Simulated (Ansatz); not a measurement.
Program: Ansatz. Geometries: PBE0-D4/def2-TZVP. ΔE: electronic, gas phase. CCSD(T)/CBS adds triple-zeta CCSD(T) − MP2 to the extrapolated MP2 energy (def2 sets, frozen cores). DFT in def2-TZVPP. B3LYP here is the variant with VWN-RPA as its local correlation; programs differ in this. Elements past krypton have def2 core potentials. For Br, In outer-core shells are correlated without core-valence functions, which leaves a few kJ/mol of doubt a bond. Scalar relativity is left out up to krypton. Each species was taken in one conformer, which may not be the lowest.

`[SiH3][O][In]([SH])[Br]` + `NCF` → `FCN[SiH3]` + `[OH][In]([SH])[Br]`  (ligand exchange at the Si–O bond)

| level | ΔE (kJ/mol) | difference from CCSD(T)/CBS |
| --- | --- | --- |
| PBE-D4 | 51.2 | -11.5 |
| PBE0-D4 | 56.5 | -6.2 |
| B3LYP-D4 | 60.2 | -2.5 |
| ωB97X-V | 59.9 | -2.8 |
| ωB97M-V | 59.2 | -3.5 |
| PBE0 | 55.9 | -6.8 |
| B3LYP | 59.5 | -3.2 |
| HF/def2-TZVPP | 75.0 | 12.3 |
| MP2/def2-TZVPP | 62.6 | -0.1 |
| CCSD/def2-TZVPP | 64.4 | 1.7 |
| HF/def2-QZVPP | 76.0 | 13.3 |
| MP2/def2-QZVPP | 62.8 | 0.1 |
| SCS-MP2/def2-QZVPP | 64.9 | 2.2 |
| HF/CBS(def2) | 76.1 | 13.4 |
| MP2/CBS(def2) | 62.4 | -0.3 |
| CCSD/CBS(def2) | 64.2 | 1.5 |
| CCSD(T)/CBS | 62.7 | 0 |

Largest T1 diagnostic among the species: 0.013.

In def2-TZVPP, CCSD(T) changes the Hartree–Fock value by −12.1 kJ/mol (the triples alone add −1.5 kJ/mol) and MP2 by −12.3 kJ/mol. From PBE to PBE0 (25 % exact exchange), in def2-TZVPP and without D4, ΔE moves by +5.0 kJ/mol.
